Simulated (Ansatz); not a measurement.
`N#[C][In]([F])[F]` + HCl → `N#[C][In]([F])[Cl]` + H–F at 700 K and 1 bar (ligand exchange at the In–F bond).

Isolated molecules relaxed with PBE0-D4/def2-TZVP in Ansatz; ΔE leaves out vibrations. CCSD(T)/CBS adds triple-zeta CCSD(T) − MP2 to the extrapolated MP2 energy (def2 sets, frozen cores). This one scheme is used for every species. def2 core potentials past Kr. For In outer-core shells are correlated without core-valence functions, which leaves a few kJ/mol of doubt a bond.

| species | CCSD(T)/CBS energy (Eh) | H − E (kJ/mol) | S (J/(mol·K)) |
| --- | --- | --- | --- |
| `N#[C][In]([F])[F]` | -482.18779 | 86.3 | 424.5 |
| HCl | -460.38127 | 38.4 | 211.8 |
| `N#[C][In]([F])[Cl]` | -842.19796 | 85.7 | 442.3 |
| H–F | -100.39570 | 45.2 | 198.5 |

H − E and S are ideal-gas, rigid-rotor, harmonic terms from PBE0-D4/def2-TZVP. 1 Eh = 2625.50 kJ/mol, R = 8.31446 J/(mol·K).

By hand: ΔE, ΔH, ΔS and ΔG.

ΔE = (-842.19796) + (-100.39570) − (-482.18779) − (-460.38127) = -0.02460 Eh = -64.6 kJ/mol. Δ(H − E) = 85.7 + 45.2 − 86.3 − 38.4 = 6.2, so ΔH = -58.4 kJ/mol. ΔS = 442.3 + 198.5 − 424.5 − 211.8 = 4.5 J/(mol·K). ΔG = -58.4 − 700 × (4.5)/1000 = -61.5 kJ/mol.

By hand: the equilibrium constant, and the temperature at which ΔG would vanish if ΔH and ΔS stayed fixed.

log₁₀ K = −ΔG/(RT ln 10) = 4.6. ΔH and −TΔS have one sign here, so there is no such temperature.

The number of gas molecules stays the same, so ΔS is small and ΔH decides. A doubt of 5 kJ/mol in ΔE shifts log₁₀ K by 0.4 here. These are equilibria of isolated gas molecules and say nothing of rates. Largest T1 diagnostic: 0.017 (customary marks: 0.02 for closed shells, 0.045 for open ones).

ΔS is within the doubt of such terms, so its sign, and with it that verdict, could turn.
